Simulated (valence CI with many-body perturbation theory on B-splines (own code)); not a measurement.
# Energy levels of Ti¹⁵⁺

Calculated by relativistic CI+MBPT: five valence electrons over a frozen Dirac-Fock core [He], a basis of 9 s, 9 p, 8 d, 6 f, 3 g, 1 h functions for each j, with the one-electron correlation potential Σ1, the two-electron term Σ2, the three-electron term Σ3, Breit, model QED; selected CI, second order for the rest, scaled by the run's own slope (own B-spline code, finite nucleus).

No measured levels were compared; by estimate levels of excited configurations hold to 0.05 to 0.15 % of their energy, terms of the ground configuration to about 0.5 %. Among the levels kept, up to 3500 cm⁻¹ of a level comes from second order outside the variational space, and about a tenth of that is noise between levels of different J, which matters for small intervals.

Levels 1 to 45 of 53, with energies above the lowest level, 2s2 2p3 4S°_3/2. "Leading %" is the weight of the configuration and term that name the level; weights of strongly mixed levels are sums over their largest components and can fall short, so below about 35 % the name and the second component can differ from the true leading terms, or belong to a minority configuration. In the jj column 3d3/2^4 stands for four electrons in 3d with j = 3/2. Lifetimes count E1, E2, E3, M1 and M2 decay at the calculated energies, and are blank where another channel may lead or the interval is too uncertain; long ones can be off by a factor of two.

```
No.  Configuration  Term    J  E (eV)  Leading %  Lifetime     Second component                     Leading jj
  1        2s2 2p3   4S°  3/2    0.00         96                                     2s^2 2p1/2 2p3/2^2 (48 %)
  2        2s2 2p3   2D°  3/2   14.43         83    540 μs     15 % 2s2 2p3 2P°      2s^2 2p1/2 2p3/2^2 (49 %)
  3        2s2 2p3   2D°  5/2   16.24        100   9.71 ms                          2s^2 2p1/2 2p3/2^2 (100 %)
  4        2s2 2p3   2P°  1/2   24.56         98    162 μs                           2s^2 2p1/2 2p3/2^2 (98 %)
  5        2s2 2p3   2P°  3/2   27.23         80   70.1 μs     16 % 2s2 2p3 2D°            2s^2 2p3/2^3 (83 %)
  6         2s 2p4    4P  5/2   73.06         99    110 ps                           2s 2p1/2^2 2p3/2^2 (76 %)
  7         2s 2p4    4P  3/2   76.96         99   93.4 ps                             2s 2p1/2 2p3/2^3 (84 %)
  8         2s 2p4    4P  1/2   78.60         98   85.9 ps                                   2s 2p3/2^4 (34 %)
  9         2s 2p4    2D  3/2  100.88         98   36.3 ps                             2s 2p1/2 2p3/2^3 (58 %)
 10         2s 2p4    2D  5/2  101.39         99   40.7 ps                             2s 2p1/2 2p3/2^3 (76 %)
 11         2s 2p4    2S  1/2  116.63         84   19.0 ps       15 % 2s 2p4 2P      2s 2p1/2^2 2p3/2^2 (68 %)
 12         2s 2p4    2P  3/2  121.19         98   10.6 ps                             2s 2p1/2 2p3/2^3 (57 %)
 13         2s 2p4    2P  1/2  126.64         85   11.2 ps       15 % 2s 2p4 2S        2s 2p1/2 2p3/2^3 (51 %)
 14            2p5   2P°  3/2  190.74         98   15.1 ps                              2p1/2^2 2p3/2^3 (98 %)
 15            2p5   2P°  1/2  196.97         98   14.2 ps                                2p1/2 2p3/2^4 (98 %)
 16     2s2 2p2 3s    4P  1/2  592.12         87   1.62 ps    7 % 2s2 2p2 3s 2P         2s^2 2p1/2^2 3s (73 %)
 17     2s2 2p2 3s    4P  3/2  595.32         94   1.74 ps                          2s^2 2p1/2 2p3/2 3s (95 %)
 18     2s2 2p2 3s    4P  5/2  598.31         90   1.72 ps    8 % 2s2 2p2 3s 2D     2s^2 2p1/2 2p3/2 3s (60 %)
 19     2s2 2p2 3s    2P  1/2  598.69         89    623 fs    8 % 2s2 2p2 3s 4P     2s^2 2p1/2 2p3/2 3s (87 %)
 20     2s2 2p2 3s    2P  3/2  602.03         80    635 fs   15 % 2s2 2p2 3s 2D     2s^2 2p1/2 2p3/2 3s (74 %)
 21     2s2 2p2 3s    2D  5/2  610.04         90   1.00 ps    8 % 2s2 2p2 3s 4P         2s^2 2p3/2^2 3s (60 %)
 22     2s2 2p2 3s    2D  3/2  610.49         82    903 fs   14 % 2s2 2p2 3s 2P         2s^2 2p3/2^2 3s (71 %)
 23     2s2 2p2 3p   4D°  1/2  612.00         45    119 ps  30 % 2s2 2p2 3p 2S°      2s^2 2p1/2^2 3p1/2 (74 %)
 24     2s2 2p2 3p   4D°  1/2  614.64         46    201 ps  44 % 2s2 2p2 3p 2S°  2s^2 2p1/2 2p3/2 3p1/2 (74 %)
 25     2s2 2p2 3p   4D°  3/2  614.66         77   99.2 ps  14 % 2s2 2p2 3p 4P°      2s^2 2p1/2^2 3p3/2 (49 %)
 26     2s2 2p2 3p   4D°  5/2  617.52         87    152 ps   9 % 2s2 2p2 3p 4P°  2s^2 2p1/2 2p3/2 3p3/2 (80 %)
 27     2s2 2p2 3p   4P°  3/2  617.87         52   35.0 ps  21 % 2s2 2p2 3p 2D°  2s^2 2p1/2 2p3/2 3p1/2 (57 %)
 28     2s2 2p2 3p   4P°  1/2  618.62         78   37.5 ps  13 % 2s2 2p2 3p 2S°  2s^2 2p1/2 2p3/2 3p3/2 (65 %)
 29     2s2 2p2 3p   4P°  5/2  619.78         57   44.5 ps  31 % 2s2 2p2 3p 2D°  2s^2 2p1/2 2p3/2 3p1/2 (48 %)
 30     2s2 2p2 3p   4D°  7/2  620.37         91    229 ps   7 % 2s2 2p2 3p 2F°  2s^2 2p1/2 2p3/2 3p3/2 (58 %)
 31     2s2 2p2 3p   2D°  3/2  620.72         73   55.7 ps  19 % 2s2 2p2 3p 4P°  2s^2 2p1/2 2p3/2 3p3/2 (86 %)
 32     2s2 2p2 3s    2S  1/2  622.95         90   1.03 ps                              2s^2 2p3/2^2 3s (81 %)
 33     2s2 2p2 3p   4S°  3/2  623.67         69   4.95 ps   11 % 2s 2p3 3s 4S°  2s^2 2p1/2 2p3/2 3p3/2 (36 %)
 34     2s2 2p2 3p   2D°  5/2  625.02         56   63.1 ps  28 % 2s2 2p2 3p 4P°      2s^2 2p3/2^2 3p3/2 (58 %)
 35     2s2 2p2 3p   2P°  3/2  625.68         82   24.7 ps   4 % 2s2 2p2 3p 4S°  2s^2 2p1/2 2p3/2 3p3/2 (36 %)
 36     2s2 2p2 3p   2P°  1/2  626.61         82   35.8 ps   9 % 2s2 2p2 3p 2S°      2s^2 2p3/2^2 3p3/2 (59 %)
 37     2s2 2p2 3p   2F°  5/2  631.76         80   63.3 ps  16 % 2s2 2p2 3p 2D°      2s^2 2p3/2^2 3p3/2 (34 %)
 38     2s2 2p2 3p   2F°  7/2  632.90         92   64.7 ps   6 % 2s2 2p2 3p 4D°      2s^2 2p3/2^2 3p3/2 (58 %)
 39      2s 2p3 3s   6S°  5/2  633.31         98    211 ps                          2s 2p1/2 2p3/2^2 3s (53 %)
 40     2s2 2p2 3p   2D°  3/2  635.49         74   20.9 ps  18 % 2s2 2p2 3p 2P°  2s^2 2p1/2 2p3/2 3p1/2 (38 %)
 41     2s2 2p2 3p   2D°  5/2  636.31         90   34.2 ps                           2s^2 2p3/2^2 3p1/2 (48 %)
 42     2s2 2p2 3p   2P°  1/2  638.11         97   13.1 ps                       2s^2 2p1/2 2p3/2 3p3/2 (74 %)
 43     2s2 2p2 3d    4F  3/2  638.64         76   2.65 ps    9 % 2s2 2p2 3d 4D      2s^2 2p1/2^2 3d3/2 (71 %)
 44     2s2 2p2 3d    4F  5/2  639.98         70   1.72 ps   19 % 2s2 2p2 3d 4D      2s^2 2p1/2^2 3d5/2 (51 %)
 45     2s2 2p2 3p   2P°  3/2  641.58         79   8.03 ps  10 % 2s2 2p2 3p 2D°      2s^2 2p3/2^2 3p3/2 (70 %)
```

Names give the largest LS component (configuration and term), which can be under half, so a name can repeat, a term be missing and a line seem to break the LS rules; names also repeat where a configuration has a term twice.

The ionisation energy to 2s2 2p2 3P_0 of the next ion comes out as 1041.9 eV (NIST: 1042.5 ± 0.8 eV (semi-empirical)). All 53 levels together are meant to be complete up to 645.56 eV.
